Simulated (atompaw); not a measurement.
What one change does to a pseudopotential (xenon, PAW (atompaw))

Xe (Z = 54), PAW, made with atompaw 4.2.0.5 (PBE, scalar-relativistic). Core [Kr] 4d10, reference 5s2 5p6. Waves: 5s (bound): rc 1.65 bohr; 5s channel at 1 Ry: rc 1.65 bohr; 5p (bound): rc 1.65 bohr; 5p channel at 1.2 Ry: rc 1.65 bohr. Local part: bessel scheme, radius 1.50 bohr. Core correction: smooth core density matched at 1.65 bohr. Augmentation charge: sinc compensation charge, radius 1.30 bohr; PAW radius 1.65 bohr; waves and projectors: custom polynom2 7 10 vanderbiltortho.

Change: local potential bessel scheme, radius 1.16 bohr.

Cutoffs: the cutoffs (Ry, on a coarse ladder) from which the occupation-weighted sum of valence levels, in a spherical-Bessel basis at the reference potential, stays within 10 and 1 mRy of its value at 400 Ry; they do not see the model core or the augmentation charge, which bear on the density cutoff.

Question: What does the change do?

Answer: The potential gets softer (21 Ry and 30 Ry → 18 Ry and 30 Ry); the bound ghosts move from d to d, p, s; the range in which the s phases agree widens (upper end 1.4 → at the end of the scan); the range in which the p phases agree widens (upper end 2.7 → at the end of the scan). A state that the projectors do not describe sees the local part alone, so a deeper or shallower local part can create or remove a ghost.

```csv
quantity,base,changed
"cutoff, loose",21 Ry,18 Ry
"cutoff, tight",30 Ry,30 Ry
loose cutoff by channel (10 mRy a level),"s 15 Ry, p 6 Ry","s 18 Ry, p 6 Ry"
bound ghosts,d,"s, p, d"
s: phases at 1.66 bohr within 0.05 rad from the reference energy up to (Ry; the scan ends near 5),1.4,to the end of the scan
p: phases at 1.66 bohr within 0.05 rad from the reference energy up to (Ry; the scan ends near 5),2.7,to the end of the scan
lowest overlap eigenvalue by channel,"s 0.13, p 0.27","s 0.04, p 0.24"
```

 A true bound ghost makes a file unfit for plane-wave use even where its test errors are small: the radial tests pick states by their node count and pass the ghost by. The cutoffs see the waves, projectors and local potential, not the compensation charge or the core.
